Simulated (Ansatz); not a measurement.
C$_{4}$H$_{6}$F$_{4}$, SMILES `FC[C@@H](F)[C@H](F)CF` at its PBE0-D4/def2-TZVP geometry, where that method's forces vanish. Charge 0, multiplicity 1.

```csv
atom,x (Å),y (Å),z (Å)
F1,1.452,0.133,2.635
C2,1.006,0.713,1.470
C3,0.213,-0.289,0.674
F4,-0.985,-0.539,1.319
C5,-0.050,0.182,-0.740
F6,-0.476,1.499,-0.727
C7,-1.078,-0.666,-1.441
F8,-1.079,-0.377,-2.786
H9,0.383,1.573,1.722
H10,1.875,1.048,0.894
H11,0.764,-1.236,0.634
H12,0.890,0.151,-1.304
H13,-2.073,-0.464,-1.037
H14,-0.840,-1.727,-1.313
```

Q: For each bond, give half the difference of the two atoms' forces along it (eV/Å; positive pushes the atoms apart) under PBE-D4, r2SCAN-D4, B3LYP-D4, ωB97M-V in def2-TZVPP. (Estimate.)

A: Computed: 
| bond | length (Å) | PBE-D4 | r2SCAN-D4 | B3LYP-D4 | ωB97M-V |
| --- | --- | --- | --- | --- | --- |
| F1–C2 | 1.376 | 0.52 | 0.34 | 0.39 | 0.28 |
| C2–C3 | 1.506 | -0.10 | -0.05 | 0.01 | 0.03 |
| C2–H9 | 1.092 | 0.09 | -0.08 | -0.15 | -0.15 |
| C2–H10 | 1.094 | 0.06 | -0.07 | -0.14 | -0.14 |
| C3–F4 | 1.384 | 0.57 | 0.36 | 0.39 | 0.24 |
| C3–C5 | 1.513 | -0.14 | -0.06 | -0.01 | 0.00 |
| C3–H11 | 1.096 | 0.07 | -0.09 | -0.18 | -0.17 |
| C5–F6 | 1.384 | 0.57 | 0.36 | 0.39 | 0.24 |
| C5–C7 | 1.506 | -0.10 | -0.05 | 0.01 | 0.03 |
| C5–H12 | 1.096 | 0.07 | -0.09 | -0.18 | -0.17 |
| C7–F8 | 1.376 | 0.52 | 0.34 | 0.39 | 0.28 |
| C7–H13 | 1.092 | 0.09 | -0.08 | -0.15 | -0.15 |
| C7–H14 | 1.094 | 0.06 | -0.07 | -0.14 | -0.14 |

B3LYP here is the variant with VWN-RPA as its local correlation; programs differ in this.
